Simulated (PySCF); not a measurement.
**What each rung costs, and what it gives**

Saddle point of GeH₃F, singlet (GeHF ([F][GeH]) + H₂ → GeH₂ + HF; bonds formed: Ge1–H4, F2–H3; bonds broken: Ge1–F2, H3–H4), PBE0-D4/def2-TZVP structure:

```
5
angstrom
Ge -0.9581 -0.1482 0.4537
F 0.4408 -1.0614 -0.7181
H 0.4055 0.1362 -0.7885
H -0.0280 1.0117 -0.5346
H 0.1398 0.0619 1.5875
```

Barriers are electronic and count from the start structure reached by relaxing down the imaginary mode.

Program: PySCF 2.14 with density fitting (its default auxiliary sets; JK sets also for MP2 and CCSD(T)). Basis: as named in each row. Cores are frozen in the correlated methods. Filled d shells of the heavier atoms are correlated. The def2 sets are not built for correlating such inner shells, so the correlated values are less sure here. B3LYP uses VWN-RPA correlation. Extrapolation: Hartree–Fock as exp(−7.88 √X), correlation as X^−2.97.

Times are rough, for one single point on 4 threads of a shared host (Oxide Virtual Turin-like).

The estimate by CCSD(T) at an estimated basis limit (MP2 extrapolated from triple and quadruple zeta, plus CCSD(T) − MP2 in triple zeta) is 1.199 eV.

| method | basis | time (s) | barrier (eV) | method less estimate |
| --- | --- | --- | --- | --- |
| HF | STO-3G | under 1 | 1.790 | 0.591 |
| MP2 | def2-QZVPP | 2 | 1.192 | -0.007 |
| B3LYP-D4 | 6-31G | 2 | 1.278 | 0.078 |
| PBE0-D4 | def2-SVP | 2 | 0.905 | -0.294 |
| PBE-D4 | def2-SVP | 2 | 0.805 | -0.394 |
| SPW92 | def2-TZVPP | 3 | 0.679 | -0.520 |
| BHLYP-D4 | def2-TZVPP | 3 | 1.290 | 0.091 |
| PBE0-D4 | def2-TZVPP | 3 | 1.039 | -0.160 |
| B3LYP-D4 | def2-TZVPP | 3 | 1.158 | -0.041 |
| CCSD(T) | def2-SVP | 4 | 1.131 | -0.068 |
| PBE-D4 | def2-TZVPP | 4 | 0.937 | -0.262 |
| r2SCAN-D4 | def2-TZVPP | 6 | 1.026 | -0.173 |
| CCSD(T) | def2-TZVPP | 32 | 1.194 | -0.006 |
| wB97M-V | def2-TZVPP | 98 | 1.158 | -0.041 |

All methods are single points on the PBE0-D4 structures.

T1 diagnostic: at most 0.014.

Labels in which every atom is bracketed show which atoms are joined, not bond orders.
